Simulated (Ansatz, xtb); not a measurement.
# Two structures of FH6NPSn+

We compare I, `[NH3+][Sn@H]([F])[PH2]`, a singlet, with II, a singlet given by its coordinates. Both are isolated ions in the gas phase, relaxed with PBE0-D3(BJ)/def2-SVP; the shapes shown needn't be the lowest conformers.

I (Å):

```
atom    x (Å)    y (Å)    z (Å)
   F  -1.9218   0.6063  -0.2251
   N   0.3864  -1.0875  -0.1748
   P   0.1243   1.5255  -3.0884
  Sn  -0.1025   1.0677  -0.6611
   H  -0.5229  -1.4904   0.0855
   H   1.0148  -1.2131   0.6253
   H   0.7592  -1.6479  -0.9469
   H   0.5982   1.8393   0.6798
   H   1.5131   1.1816  -3.0445
   H  -0.3021   0.1940  -3.3891
```

II (Å):

| atom | x (Å) | y (Å) | z (Å) |
| --- | --- | --- | --- |
| F | -1.2148 | -0.7368 | 0.3815 |
| N | 0.3728 | -0.4459 | 2.6723 |
| P | 0.9229 | 1.3584 | -0.4375 |
| Sn | -1.1594 | 0.9063 | 1.4547 |
| H | 0.3881 | -1.2983 | 2.1016 |
| H | 1.3374 | -0.1296 | 2.7967 |
| H | 0.0311 | -0.7110 | 3.6004 |
| H | 0.3261 | 1.4276 | -1.7194 |
| H | 1.8089 | 0.2709 | -0.6346 |
| H | 1.8155 | 2.4569 | -0.4970 |

Close contacts (Å): F1–Sn4 1.96, N2–Sn4 2.38, P3–Sn4 2.85, N2–H5 1.03, N2–H6 1.02, N2–H7 1.02, P3–H8 1.42, P3–H9 1.42, P3–H10 1.42.

Quicker runs give these differences E(II) − E(I): GFN2-xTB −46.1 kcal/mol; HF/STO-3G −10.0 kcal/mol (at GFN2-xTB geometries); r2SCAN-D4/def2-SVP −33.7 kcal/mol (at GFN2-xTB geometries).

**Question.** Estimate E(II) − E(I) at the level CCSD(T)/def2-SVP + ΔMP2/def2-TZVPP.

**Answer.** Calculated at CCSD(T)/def2-SVP + ΔMP2/def2-TZVPP: E(II) − E(I) = −23.0 kcal/mol, so structure II lies lower.

The same difference at several levels:

```tsv
level	geometry	E(II) − E(I) (kcal/mol)	departure from the last row (kcal/mol)	job, with rough time for the two
GFN2-xTB	GFN2-xTB	−46.1	−23.1	optimisation, 0.42 s
HF/STO-3G	GFN2-xTB	−10.0	+13.0	single point, 1.7 s
r2SCAN-D4/def2-SVP	GFN2-xTB	−33.7	−10.8	single point, 4.6 s
PBE0-D3(BJ)/def2-SVP	PBE0-D3(BJ)/def2-SVP	−24.2	−1.2	optimisation, 2.5 min
HF/def2-SVP	PBE0-D3(BJ)/def2-SVP	−24.5	−1.5	part of the CCSD(T) run
MP2/def2-SVP	PBE0-D3(BJ)/def2-SVP	−19.9	+3.1	part of the CCSD(T) run
CCSD(T)/def2-SVP	PBE0-D3(BJ)/def2-SVP	−20.9	+2.1	single point
CCSD(T)/def2-SVP + ΔMP2/def2-TZVPP	PBE0-D3(BJ)/def2-SVP	−23.0		single point, 43 s
```

None of the levels shown reverses the order. The largest departure from CCSD(T)/def2-SVP + ΔMP2/def2-TZVPP is that of GFN2-xTB, 23.1 kcal/mol. The last row adds to CCSD(T) the change of the MP2 difference between the two basis sets, here −2.1 kcal/mol.

With harmonic frequencies from PBE0-D3(BJ)/def2-SVP (ideal gas, rigid rotor, one conformer each, 1000 K, 1 atm): on the last row, ΔE + ΔZPE = −22.3, ΔH = −22.0, ΔG = −26.0 kcal/mol.

The correlated steps freeze 11 core orbitals; the filled d shell of Sn is correlated, in a basis made for valence electrons. Atoms past krypton carry core potentials in the def2 sets, other sets are all-electron and non-relativistic, and no spin–orbit term is included. Programs: Ansatz 0.2.0, xtb 6.7.1; the last row on 2 threads of Intel(R) Xeon(R) Platinum 8375C CPU @ 2.90GHz (Ice Lake) on a shared host.
